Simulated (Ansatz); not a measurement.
The same path of CdH$_{3}$NS (6 atoms, charge 0, multiplicity 1) was run 3 times with different band settings. The coordinate that changes most is the height of N1 over the plane of its neighbours.

Method: RKS r2SCANh/def2-SVP (Ansatz).

Relaxed end points:

```xyz
6
Properties=species:S:1:pos:R:3
N -0.995 -0.257 -1.356
Cd -0.006 0.342 0.282
S 1.009 1.224 2.192
H -1.479 -1.145 -1.242
H -0.403 -0.357 -2.179
H 1.874 0.193 2.303
```

```xyz
6
Properties=species:S:1:pos:R:3
N -0.518 -0.849 -1.307
Cd -0.006 0.306 0.251
S 0.727 1.514 2.111
H -1.478 -1.185 -1.273
H -0.403 -0.396 -2.212
H 1.678 0.610 2.429
```

Common settings: movable images 5; climbing image yes; spring 5.0 eV/Å²; start path IDPP; end points relaxed.

| run | optimiser | force threshold | iteration limit |
| --- | --- | --- | --- |
| 1 | quadratic models (default) | 0.05 eV/Å | 41 |
| 2 | quadratic models (default) | 0.2 eV/Å | 43 |
| 3 | lbfgs | 0.05 eV/Å | 50 |

Problem. What does each run give, and how far can it be trusted?

Solution. Run 1: converged after 5 iterations, highest image 0.054 eV above the first end. A vibrational analysis at the climbing image gives one clearly imaginary mode, 371i cm⁻¹: a first-order saddle point.
Run 2: converged after 3 iterations, highest image 0.055 eV above the first end. The threshold of 0.2 eV/Å is loose, so the images may lie well off the minimum-energy path. Another band between the same ends (5 images) ends at a top of the same energy, where a vibrational analysis finds 1 clearly imaginary mode.
Run 3: converged after 8 iterations, highest image 0.054 eV above the first end. Another band between the same ends (5 images) ends at a top of the same energy, where a vibrational analysis finds 1 clearly imaginary mode.
